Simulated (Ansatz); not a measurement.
Program: Ansatz. Geometries: PBE0-D4/def2-TZVP. ΔE: electronic, gas phase. CCSD(T)/CBS adds triple-zeta CCSD(T) − MP2 to the extrapolated MP2 energy (def2 sets, frozen cores). DFT in def2-TZVPP. For Ga, Ge outer-core shells are correlated without core-valence functions, which leaves a few kJ/mol of doubt a bond. Scalar relativity is left out up to krypton.

`[SiH3][GeH2][GaH2]` → `[SiH3][GaH2]` + `[GeH2]`  (germylene formation by 1,1-elimination)

```tsv
species	ωB97X-V energy (Eh)
`[SiH3][GeH2][GaH2]`	-4295.14028
`[SiH3][GaH2]`	-2217.10835
`[GeH2]`	-2077.94925
```

(1) Work out ΔE.

Largest T1 diagnostic among the species: 0.013.

Answers

(1) ΔE = (-2217.10835) + (-2077.94925) − (-4295.14028) = 0.08268 Eh = +217.1 kJ/mol. CCSD(T)/CBS gives +218.2 kJ/mol.

From BLYP to BHLYP (50 % exact exchange), in def2-TZVPP and without D4, ΔE moves by +23.5 kJ/mol. Leaving LDA and LC-ωPBE aside and taking each functional with its dispersion term where it has one, the values, not all of them listed here, spread over 45.3 kJ/mol, from BLYP-D4 to PBE-QIDH. LDA lies +41.4 kJ/mol from PBE without D4. At CCSD(T), def2-SVP lies −15.1 kJ/mol from the extrapolated value and def2-TZVPP +1.3 kJ/mol.
